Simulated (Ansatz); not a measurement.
C2H7NSi2 can be A, `NC#C[SiH2][SiH3]`, or B, `C1=N[SiH2]C[SiH2]1`.

Calculated with Ansatz (gas phase, PBE0-D4/def2-TZVP geometries, no zero-point term in ΔE). CCSD(T)/CBS is the MP2 limit (def2-TZVPP, def2-QZVPP) plus CCSD(T) − MP2 in def2-TZVPP, frozen cores. DFT in def2-TZVPP. B3LYP here is the variant with VWN-RPA as its local correlation; programs differ in this. One conformer a species, not always the lowest.

Problem. Which is lower in electronic energy at CCSD(T)/CBS, and by how much? (An estimate is asked.)

Solution. Ansatz gave: B, by 46.4 kcal/mol.

Problem. Give E(B) − E(A) in kcal/mol with B3LYP-D4, B3LYP, CCSD(T)/def2-TZVPP, ωB97M-V, CCSD/def2-TZVPP, PBE-D4, PBE0-D4. (Estimate.)

Solution. The calculation gave: B3LYP-D4 -43.3, B3LYP -40.5, CCSD(T)/def2-TZVPP -46.1, ωB97M-V -47.9, CCSD/def2-TZVPP -45.6, PBE-D4 -43.2, PBE0-D4 -45.5. None reverses the order clearly.

Largest T1 diagnostic: 0.014.

In def2-TZVPP, CCSD(T) changes the Hartree–Fock value by −4.3 kcal/mol (the triples alone add −0.5 kcal/mol) and MP2 by −4.7 kcal/mol. From PBE to PBE0 (25 % exact exchange), in def2-TZVPP and without D4, E(B) − E(A) moves by −2.6 kcal/mol.
